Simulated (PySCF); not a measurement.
C2H8BClSi, SMILES CB([SiH2]Cl)C.

Geometry: PBE0-D3(BJ)/def2-SVP. This is a generated structure with no PubChem entry under its InChIKey; it may be hypothetical. The values are those of a single conformer.

Level of theory: PySCF with r2SCAN/def2-TZVP.

Gas-phase values at a fixed geometry.

- total energy = -855.54822 hartree
- highest occupied level = -6.69 eV
- lowest empty level = -2.24 eV
- orbital gap = 4.45 eV
- dipole moment = 2.48 D
- quadrupole, principal values (traceless, Buckingham form, about the centre of nuclear charge) = -2.15, 0.38, 1.77 D·Å
- mean static polarisability = 78.8 bohr³ (11.68 Å³)
- polarisability, principal values = 62.8, 81.5, 92.2 bohr³
